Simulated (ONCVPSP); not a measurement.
**Before and after: ONCV potential for Zr (Z = 40)**

ONCVPSP 4.0.1 input, shortened (lines: element, Z, core and valence counts, functional; n l f; lmax; l rc ep ncon nbas qcut; lloc lpopt rc5 dvloc0; l nproj debl; icmod fcfact rcfact), PBEsol, scalar-relativistic:

```
  Zr 40.00    6    4  -116133      upf
    1    0    2.00
    2    0    2.00
    2    1    6.00
    3    0    2.00
    3    1    6.00
    3    2   10.00
    4    0    2.00
    4    1    6.00
    4    2    2.00
    5    0    2.00
    2
    0    2.20    0.00    5    9    4.50
    1    1.40    0.00    4    8    6.20
    2    3.05    0.00    4    9    5.70
    4    5    1.35    6.00
    0    2    0.70
    1    2    3.60
    2    2    3.30
    2    0.65    0.75
```

Change: p: rc 1.52.

Cutoffs: the cutoffs (Ha) at which the residual kinetic energy of the hardest occupied pseudo-wave falls to 1 and 0.1 mHa per electron; they do not see the model core or the augmentation charge, which bear on the density cutoff. Errors are all-electron minus pseudo energies relative to the spin-unpolarised reference configuration.

Predict the effect on cutoff, ghosts and configuration errors.

The potential gets softer (22 Ha and 93 Ha → 17 Ha and 68 Ha); the errors of the 4 common tests hardly move; neither file shows a bound ghost. A larger radius leaves more room for a smooth pseudo-wave, so fewer plane waves are needed.

| quantity | base | changed |
| --- | --- | --- |
| cutoff, loose | 22 Ha | 17 Ha |
| cutoff, tight | 93 Ha | 68 Ha |
| loose cutoff by channel | s 7.9 Ha, p 22 Ha, d 10.0 Ha | s 7.9 Ha, p 17 Ha, d 10.0 Ha |
| bound ghosts | none | none |
| GHOST(+) flags under 300 eV | s at 230.5 eV | s at 230.5 eV |
| error for 4s2 4p6 4d2 5s1, meV [ΔE 7.17 eV] | -2.2 | -2.2 |
| error for 4s2 4p6 4d2 5s0, meV [ΔE 20.08 eV] | -13 | -13 |
| error for 4s2 4p6 4d1 5s0, meV [ΔE 42.67 eV] | +18 | +18 |
| error for 4s2 4p6 4d2 5s1.5, meV [ΔE 2.90 eV] | -0.6 | -0.6 |
| s: phases at 2.24 bohr within 0.05 rad from the reference energy up to (Ha; the scan ends near 5) | 3.7 | 3.7 |
| d: phases at 3.09 bohr within 0.05 rad from the reference energy up to (Ha; the scan ends near 5) | 0.6 | 0.6 |
| rms error of d²Exc/dni dnj with the model core, mHa | 1.64 | 1.61 |
